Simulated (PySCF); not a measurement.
## HfCl4(H2O) at several levels of theory

Computed with PySCF 2.14.0 (density fitting, no spin-orbit coupling) at the geometry relaxed with PBE:

```xyz
8
HfCl4(H2O) (singlet)
Hf   -0.0256   -0.0444    0.0000
Cl   -0.5371   -0.5229    2.3140
Cl   -0.1843   -0.7266   -2.3140
Cl    2.3017    0.1775    0.1634
Cl   -0.9972    2.0821   -0.1634
O    -1.1583   -2.0063    0.0000
H    -1.4868   -2.4379    0.8148
H    -1.3678   -2.5065   -0.8148
```

```csv
level,basis,state,HOMO (eV),gap (eV),charge on Hf1 (e),dipole about the centre of mass (D),largest force component (eV/Å)
PBE,"Hf def2-SVP with ECP60, Cl def2-SVP, O def2-SVP, H def2-SVP",singlet,-7.44,4.97,0.71,5.35,0.01
r2SCAN,the same,singlet,-7.89,5.47,0.94,5.58,0.35
PBE,"Hf def2-TZVP with ECP60, Cl def2-TZVP, O def2-TZVP, H def2-TZVP",singlet,-7.56,4.97,1.14,5.05,0.28
PBE,"Hf x2c-SVPall, Cl x2c-SVPall, O x2c-SVPall, H x2c-SVPall",singlet,-7.50,4.67,0.43,5.27,0.66
```

Charges are Mulliken's, which hang on the basis. The relaxation used the grid (50, 194), these runs (75, 302) or, all-electron (x2c bases, spin-free X2C Hamiltonian), (99, 590).

Question: A further run in the first row's basis gives HOMO (eV) -8.49, gap (eV) 6.65, charge on Hf1 (e) 0.85, dipole about the centre of mass (D) 5.50, largest force component (eV/Å) 0.37. Which level was it?
A. wB97X
B. TPSS
C. B3LYP

Answer: C. The others give HOMO -7.63 eV (TPSS); -11.23 eV (wB97X).

In the first row's basis the gap widens with exact exchange: 5.0 to 5.5 eV for PBE, TPSS, r2SCAN (none); 6.7 eV for B3LYP (a fixed share); 11.6 eV for wB97X (rising or full at long range).

A frequency check found unstable modes (1, the lowest at -33 cm⁻¹), so the relaxed geometry is a saddle point, or these are noise.
